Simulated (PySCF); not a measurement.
**Correlation energy of Cd+ (cadmium, charge +1)**

[Kr] 4d10 5s1, 2S determinant. All numbers are calculated (PySCF 2.14, scalar relativity through the core potential, in cc-pVDZ-PP with ECP28MDF (4s4p3d1f, 38 functions)). Frozen: 4s2 4p6; 11 electrons correlated.

MP2 pair energies summed by pair of shells (mhartree):

| pair | energy | share (%) |
| --- | --- | --- |
| 4d-4d | -262.96 | 90.2 |
| 4d-5s | -28.55 | 9.8 |

Total MP2 correlation energy: -291.51 mhartree.

Same-spin part -110.38 and opposite-spin part -181.14 mhartree; SCS-MP2 scales them by 1/3 and 6/5 to -254.16 mhartree.

```
  level  correlation energy (mhartree)
   CCSD                        -279.24
    (T)                          -2.88
CCSD(T)                        -282.12
```

Diagnostics: T1 = 0.0057, D1 = 0.0254, largest double amplitude 0.021.

Problem. Is a single reference adequate?

Solution. Yes, within this model without spin-orbit coupling: T1 lies below 0.03 and no double amplitude reaches 0.07.
